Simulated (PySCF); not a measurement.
Match each property card to its molecule.

Structures:
1. `[SiH2](O)[Si]([SiH3])(N)[SiH3]`
2. `C#C[SiH2]N[SiH3]`
3. `O=C(O)[SiH]1N[SiH2]N1`

Card P (geometry GFN2-xTB):
- Rotational constants A, B, C: 4.334, 1.098, 1.045 GHz
- Static isotropic polarisability (CAM-B3LYP/def2-SVPD): 79.5 au
- 13C chemical shifts (computed TMS as zero) by class (GIAO PBE0/pcSseg-1): 184.9 (1 C) ppm
- Dipole moment (CAM-B3LYP/def2-SVPD): 2.09 D
- Strongest line among the 8 lowest singlet transitions (TDDFT CAM-B3LYP/def2-SVPD): S6 at 6.95 eV (178 nm, f = 0.047)

Card Q (geometry GFN2-xTB):
* Rotational constants A, B, C: 10.988, 1.257, 1.159 GHz
* Static isotropic polarisability (CAM-B3LYP/def2-SVPD): 80.8 au
* Isotropic shieldings of nuclei other than C and H, by class (GIAO PBE0/pcSseg-1): 269 (1 N), 406 (1 Si), 406 (1 Si) ppm
* Dipole moment (CAM-B3LYP/def2-SVPD): 0.87 D
* HOMO energy (CAM-B3LYP/def2-SVPD): -8.83 eV

Card R (geometry GFN2-xTB):
- Rotational constants A, B, C: 1.324, 1.044, 0.828 GHz
- Static isotropic polarisability (CAM-B3LYP/def2-SVPD): 129.1 au
- Lowest triplet excitation (Tamm–Dancoff) (TDA CAM-B3LYP/def2-SVPD): 4.22 eV
- HOMO energy (CAM-B3LYP/def2-SVPD): -8.12 eV
- Isotropic shieldings of nuclei other than C and H, by class (GIAO PBE0/pcSseg-1): 275 (1 N), 332 (1 O), 377 (1 Si), 401 (1 Si), 462 (2 Si) ppm
- Lowest singlet excitation (TDDFT CAM-B3LYP/def2-SVPD): 4.67 eV (266 nm, f = 0.009)
- Strongest line among the 8 lowest singlet transitions (TDDFT CAM-B3LYP/def2-SVPD): S8 at 6.94 eV (179 nm, f = 0.103)

Each SMILES stands for a single optimised conformer of the isolated species, non-relativistic unless stated. Electronic properties by PySCF. NMR classes are plain means over equivalent atoms (diastereotopic ones count apart unless rotation or inversion swaps them), as if these changed places fast.

Which card belongs to which structure?

P = 3, Q = 2, R = 1. What ties each card to its structure:
- 1 (card R), H11NOSi4, monoisotopic mass 153.0 u, 6 heavy atoms: an asymmetric top with C = 0.828 GHz, the lowest such constant on the cards; polarisability 129.1 au for 82 electrons, the largest shown.
- 2 (card Q), C2H7NSi2, monoisotopic mass 101.0 u, 5 heavy atoms: an asymmetric top with C = 1.159 GHz, the highest such constant on the cards; polarisability 80.8 au for 54 electrons; dipole 0.87 D.
- 3 (card P), CH6N2O2Si2, monoisotopic mass 134.0 u, 7 heavy atoms: 1 C in 1 class; an asymmetric top with C = 1.045 GHz; polarisability 79.5 au for 70 electrons, the smallest shown; dipole 2.09 D.
